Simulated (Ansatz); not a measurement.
BrFH5NSi2 can be A, `N[SiH2][SiH](F)Br`, or B, `F[SiH](Br)N[SiH3]`.

Calculated with Ansatz (gas phase, PBE0-D4/def2-TZVP geometries, no zero-point term in ΔE). CCSD(T)/CBS is the MP2 limit (def2-TZVPP, def2-QZVPP) plus CCSD(T) − MP2 in def2-TZVPP, frozen cores. Functionals use def2-TZVPP. B3LYP here is the variant with VWN-RPA as its local correlation; programs differ in this. For Br outer-core shells are correlated without core-valence functions, which leaves a few kJ/mol of doubt a bond. Scalar relativity is left out up to krypton. One conformer a species, not always the lowest.

(1) Which isomer does CCSD(T)/CBS put lower? Give the gap. (Best estimate.)

(2) Give E(B) − E(A) in kJ/mol with ωB97M-V, B2PLYP, B3LYP-D4, MP2/def2-TZVPP, r2SCAN-D4, CCSD/def2-TZVPP, HF/def2-TZVPP. (Best estimate.)

Largest T1 diagnostic: 0.010.

Results:

(1) Ansatz gave: B, by 91.0 kJ/mol.

(2) The calculation gave: ωB97M-V -93.3, B2PLYP -92.0, B3LYP-D4 -84.8, MP2/def2-TZVPP -100.0, r2SCAN-D4 -84.7, CCSD/def2-TZVPP -95.2, HF/def2-TZVPP -104.5. None reverses the order clearly.

In def2-TZVPP, CCSD(T) changes the Hartree–Fock value by +10.8 kJ/mol (the triples alone add +1.4 kJ/mol) and MP2 by +4.5 kJ/mol. From PBE to PBE0 (25 % exact exchange), in def2-TZVPP and without D4, E(B) − E(A) moves by −7.9 kJ/mol.
